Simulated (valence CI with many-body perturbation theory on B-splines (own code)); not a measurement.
# Zr³⁴⁺: E2, E3, M1, M2 decay

Calculated by relativistic CI+MBPT: four valence electrons over a frozen Dirac-Fock core [He], a basis of 11 s, 11 p, 10 d, 8 f, 5 g, 2 h functions for each j, with the one-electron correlation potential Σ1, the two-electron term Σ2, the three-electron term Σ3, Breit, model QED; selected CI, second order for the rest, scaled by the run's own slope (own B-spline code, finite nucleus).

The last digits are not significant, and no measured levels were compared; by estimate large intervals hold to a few tenths of a per cent, small ones and those within an open d or f shell to about a per cent. Among the levels kept, up to 970 cm⁻¹ of a level comes from second order outside the variational space, and about a tenth of that is noise between levels of different J, which matters for small intervals.

Lines 1 to 50 of 54 in falling wavelength, among levels below 24997 × 10³ cm⁻¹, chosen from the decays that carry over 1 % of a level's rate. Wavelengths and rates use the calculated energies. Electric multipoles are in the length gauge, E1 and E2 with the static RPA response of the core. S is in atomic units (e²a₀⁴ for E2 and M2, e²a₀⁶ for E3), for M1 in squared Bohr magnetons. Weak lines are less certain than strong ones. Lines between different terms over intervals too small for the method are left out, as are lines whose strength nearly cancels. The highest levels of a list are the least certain.

Levels are named by their leading jj configuration (3d3/2^4 stands for four electrons in 3d with j = 3/2), which in mixed levels can hold well under half, so a name can repeat and another be missing. Letters in brackets count levels of one name in rising energy.

```
λ vac (nm)                           Upper                       Lower  Type   A (s⁻¹)  S (a.u.)
     106.3          (2s^2 2p1/2 2p3/2) J=2      (2s^2 2p1/2 2p3/2) J=1    M1  5.02e+03  1.12e+00
     15.12          (2s^2 2p1/2 2p3/2) J=1          (2s^2 2p1/2^2) J=0    M1  3.94e+06  1.52e+00
     13.74              (2s^2 2p3/2^2) J=2      (2s^2 2p1/2 2p3/2) J=2    M1  3.82e+06  1.84e+00
     13.23          (2s^2 2p1/2 2p3/2) J=2          (2s^2 2p1/2^2) J=0    E2  1.63e+03  2.95e-04
     12.17              (2s^2 2p3/2^2) J=2      (2s^2 2p1/2 2p3/2) J=1    M1  4.13e+06  1.38e+00
     9.598              (2s^2 2p3/2^2) J=0      (2s^2 2p1/2 2p3/2) J=1    M1  1.44e+07  4.72e-01
    0.5275          (2s^2 2p3/2 3d5/2) J=4            (2s 2p3/2^3) J=2    E2  2.42e+08  7.94e-06
    0.5118          (2s^2 2p3/2 3d5/2) J=4  (2s 2p1/2 2p3/2^2) J=2 [b]    E2  2.04e+08  5.77e-06
    0.5033          (2s^2 2p3/2 3d5/2) J=4      (2s 2p1/2 2p3/2^2) J=3    E2  2.39e+08  6.19e-06
    0.5012      (2s 2p1/2 2p3/2 3p3/2) J=4  (2s 2p1/2 2p3/2^2) J=2 [b]    E2  6.46e+08  1.64e-05
    0.4988          (2s^2 2p3/2 3d5/2) J=4  (2s 2p1/2 2p3/2^2) J=2 [a]    E2  1.01e+08  2.50e-06
    0.4978          (2s^2 2p3/2 3p1/2) J=2          (2s^2 2p3/2^2) J=0    E2  8.82e+09  1.20e-04
    0.4966          (2s 2p3/2^2 3p3/2) J=4            (2s 2p3/2^3) J=2    E2  6.45e+09  1.56e-04
    0.4955          (2s^2 2p1/2 3p1/2) J=1      (2s^2 2p1/2 2p3/2) J=2    E2  3.07e+10  2.45e-04
    0.4948          (2s 2p1/2^2 3p1/2) J=0      (2s 2p1/2^2 2p3/2) J=2    E2  5.25e+10  1.39e-04
    0.4932          (2s^2 2p1/2 3p1/2) J=1      (2s^2 2p1/2 2p3/2) J=1    E2  2.93e+10  2.29e-04
    0.4930      (2s 2p1/2 2p3/2 3p3/2) J=4      (2s 2p1/2 2p3/2^2) J=3    E2  1.12e+10  2.61e-04
    0.4929          (2s^2 2p3/2 3p1/2) J=1          (2s^2 2p3/2^2) J=2    E2  3.52e+10  2.74e-04
    0.4924          (2s^2 2p3/2 3p1/2) J=2          (2s^2 2p3/2^2) J=2    E2  3.98e+10  5.14e-04
    0.4918          (2s^2 2p1/2 3p1/2) J=0      (2s^2 2p1/2 2p3/2) J=2    E2  5.25e+10  1.35e-04
    0.4913  (2s 2p1/2 2p3/2 3p3/2) J=0 [b]  (2s 2p1/2 2p3/2^2) J=2 [b]    E2  1.96e+10  5.01e-05
    0.4904          (2s 2p3/2^2 3p1/2) J=0            (2s 2p3/2^3) J=2    E2  4.31e+10  1.09e-04
    0.4891          (2s^2 2p1/2 3p3/2) J=1      (2s^2 2p1/2 2p3/2) J=2    E2  1.37e+10  1.02e-04
    0.4891          (2s^2 2p3/2 3p3/2) J=3          (2s^2 2p3/2^2) J=2    E2  1.92e+10  3.35e-04
    0.4889          (2s^2 2p3/2 3p3/2) J=1          (2s^2 2p3/2^2) J=2    E2  2.22e+10  1.66e-04
    0.4886          (2s^2 2p1/2 3p3/2) J=2      (2s^2 2p1/2 2p3/2) J=2    E2  1.99e+10  2.48e-04
    0.4869          (2s^2 2p1/2 3p3/2) J=1      (2s^2 2p1/2 2p3/2) J=1    E2  1.53e+10  1.12e-04
    0.4864          (2s^2 2p1/2 3p3/2) J=2      (2s^2 2p1/2 2p3/2) J=1    E2  9.33e+09  1.13e-04
    0.4844      (2s 2p1/2 2p3/2 3d5/2) J=5      (2s 2p1/2 2p3/2^2) J=3    M2  4.92e+08  1.29e-05
    0.4836          (2s^2 2p3/2 3p3/2) J=0          (2s^2 2p3/2^2) J=2    E2  6.85e+10  1.62e-04
    0.4827          (2s 2p3/2^2 3p3/2) J=4  (2s 2p1/2 2p3/2^2) J=2 [b]    E2  1.30e+09  2.73e-05
    0.4826          (2s^2 2p3/2 3d5/2) J=4      (2s 2p1/2^2 2p3/2) J=2    E2  3.40e+08  7.14e-06
    0.4798          (2s^2 2p3/2 3d5/2) J=4          (2s^2 2p3/2^2) J=2    M2  4.54e+08  9.28e-06
    0.4793  (2s 2p1/2 2p3/2 3p3/2) J=0 [b]  (2s 2p1/2 2p3/2^2) J=2 [a]    E2  1.44e+10  3.26e-05
    0.4750          (2s 2p3/2^2 3p3/2) J=4      (2s 2p1/2 2p3/2^2) J=3    E2  2.07e+10  4.02e-04
    0.4733          (2s 2p3/2^2 3p3/2) J=0  (2s 2p1/2 2p3/2^2) J=2 [b]    E2  2.66e+10  5.63e-05
    0.4731      (2s 2p1/2 2p3/2 3p3/2) J=4      (2s 2p1/2^2 2p3/2) J=2    E2  3.48e+10  6.63e-04
    0.4723          (2s^2 2p3/2 3p3/2) J=3      (2s^2 2p1/2 2p3/2) J=2    E2  1.62e+10  2.37e-04
    0.4721          (2s^2 2p3/2 3p3/2) J=1      (2s^2 2p1/2 2p3/2) J=2    E2  2.01e+10  1.26e-04
    0.4712          (2s^2 2p1/2 3p3/2) J=2          (2s^2 2p1/2^2) J=0    E2  2.59e+10  2.69e-04
    0.4711          (2s 2p3/2^2 3p3/2) J=4  (2s 2p1/2 2p3/2^2) J=2 [a]    E2  2.36e+10  4.40e-04
    0.4702          (2s^2 2p3/2 3p3/2) J=3      (2s^2 2p1/2 2p3/2) J=1    E2  1.85e+10  2.66e-04
    0.4672          (2s^2 2p3/2 3p3/2) J=0      (2s^2 2p1/2 2p3/2) J=2    E2  3.00e+10  5.97e-05
    0.4652      (2s 2p1/2 2p3/2 3d5/2) J=5      (2s 2p1/2^2 2p3/2) J=2    E3  5.41e+07  8.92e-05
    0.4636          (2s^2 2p3/2 3d5/2) J=4      (2s^2 2p1/2 2p3/2) J=2    M2  1.09e+08  1.88e-06
    0.4520       (2p1/2^2 2p3/2 3d5/2) J=4  (2s 2p1/2 2p3/2^2) J=2 [a]    E2  3.12e+09  4.74e-05
    0.4483      (2s 2p1/2 2p3/2 3d3/2) J=4      (2s^2 2p1/2 2p3/2) J=2    E2  2.88e+10  4.19e-04
    0.4469       (2p1/2^2 2p3/2 3d3/2) J=3      (2s 2p1/2^2 2p3/2) J=1    E2  2.86e+10  3.18e-04
    0.4409      (2s 2p3/2^2 3d5/2) J=2 [b]          (2s^2 2p3/2^2) J=0    E2  1.85e+11  1.37e-03
    0.4398       (2p1/2^2 2p3/2 3d3/2) J=2      (2s 2p1/2^2 2p3/2) J=2    E2  8.37e+10  6.16e-04
```
